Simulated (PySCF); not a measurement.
## Correlation energy of Nd (neodymium, neutral)

[Xe] 4f3 5d1 6s2, one real determinant (an excited configuration). Computed with PySCF 2.14 in cc-pVDZ-X2C (8s7p5d3f1g, 84 functions), with the spin-free X2C one-electron Hamiltonian (Gaussian nucleus). Frozen: [Kr] 4d10; 14 electrons correlated.

MP2 pair energies summed by pair of shells (mhartree):

```json
{"pair": "5p-5p", "energy": "-110.96", "share (%)": "35.0"}
{"pair": "4f-5p", "energy": "-53.71", "share (%)": "16.9"}
{"pair": "5s-5p", "energy": "-32.40", "share (%)": "10.2"}
{"pair": "5p-6s", "energy": "-29.27", "share (%)": "9.2"}
{"pair": "5p-5d", "energy": "-24.10", "share (%)": "7.6"}
{"pair": "6s-6s", "energy": "-18.00", "share (%)": "5.7"}
{"pair": "4f-4f", "energy": "-10.44", "share (%)": "3.3"}
{"pair": "4f-5s", "energy": "-9.82", "share (%)": "3.1"}
{"pair": "5d-6s", "energy": "-9.06", "share (%)": "2.9"}
{"pair": "5s-5s", "energy": "-5.79", "share (%)": "1.8"}
{"pair": "4f-5d", "energy": "-4.89", "share (%)": "1.5"}
{"pair": "4f-6s", "energy": "-4.17", "share (%)": "1.3"}
{"pair": "5s-5d", "energy": "-2.81", "share (%)": "0.9"}
{"pair": "5s-6s", "energy": "-1.47", "share (%)": "0.5"}
```

Total MP2 correlation energy: -316.89 mhartree.

Same-spin part -101.64 and opposite-spin part -215.25 mhartree; SCS-MP2 scales them by 1/3 and 6/5 to -292.18 mhartree.

The reference is one real determinant that mixes LS terms of this configuration.
